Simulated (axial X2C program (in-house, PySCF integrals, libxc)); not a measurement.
## HRuH⁻: properties at the nuclei

Calculated with an axial X2C code built on PySCF integrals: two-component X2C with atomic mean-field Coulomb and Gaunt terms, Gaussian nuclei, basis H dyall-v3z, Ru dyall-v3z with contracted cores.

H–Ru–H held linear, with bonds 1.749 and 1.749 Å (a rough geometry, not the PBE0 minimum).

Determinant lowest in the PBE0 search, Ω = 7/2 (⟨Sz⟩ = 1.49, ⟨Lz⟩ = 2.01 at PBE0), spin on the atoms H -0.05, Ru 1.58, H -0.05:

```json
{"level": "PBE0", "A∥/gI H (MHz)": "1.42", "qzz H (a.u.)": "0.08", "A∥/gI Ru (MHz)": "234", "qzz Ru (a.u.)": "-3.61"}
{"level": "HF", "A∥/gI H (MHz)": "0.724", "qzz H (a.u.)": "0.09", "A∥/gI Ru (MHz)": "146", "qzz Ru (a.u.)": "-4.31"}
{"level": "BHandHLYP", "A∥/gI H (MHz)": "1.5", "qzz H (a.u.)": "0.08", "A∥/gI Ru (MHz)": "187", "qzz Ru (a.u.)": "-3.87"}
```

Determinant 0.15 eV from it at PBE0 and this distance, Ω = 3/2 (⟨Sz⟩ = 1.48, ⟨Lz⟩ = 0.02 at PBE0), spin on the atoms H -0.02, Ru 1.52, H -0.02:

```
    level  A∥/gI H (MHz)  qzz H (a.u.)  A∥/gI Ru (MHz)  qzz Ru (a.u.)
     PBE0         -0.697          0.09             565          -7.74
       HF          -4.45          0.10             250          -7.67
BHandHLYP          -1.11          0.09             491          -7.58
```

A∥ (defined per Ω) follows by multiplying with gI = μI/(I μN); qzz is the electric field gradient, eQq0 = 234.96 MHz × Q/barn × qzz. The operators were transformed with the bare-nucleus X2C matrices; with these basis sets, hyperfine constants and field gradients can be off by tens of per cent, and where levels differ in sign neither size nor sign is settled.

With gI(101Ru) = -0.2880, Q(101Ru) = 0.457 barn (g factors from the IAEA table of nuclear moments by Stone; Q from Pyykkö, Mol. Phys. 2018), turn the PBE0 values of the first state into constants in MHz.

A∥(101Ru) = 234 × -0.2880 = -67.4 MHz; eQq0(101Ru) = 234.96 × (0.457) × (-3.61) = -388 MHz.

The molecule was held linear; bending was not examined, so a bent shape may lie lower.

Each state is one determinant with collinear spin, which with several unpaired electrons need not be a pure state. Unrestricted Hartree–Fock can overshoot spin polarisation at the nuclei. For an anion, determinants above electron detachment, or with a positive highest level, are held by the basis set. With several open shells hyperfine constants can be off by a factor of several. States lie within half an eV, so the first need not be the ground state. Where a field gradient or hyperfine factor spreads by more than a factor of two over the levels, a constant derived from it is not to be relied on. PBE0 term energies can be off by some tenths of an eV.
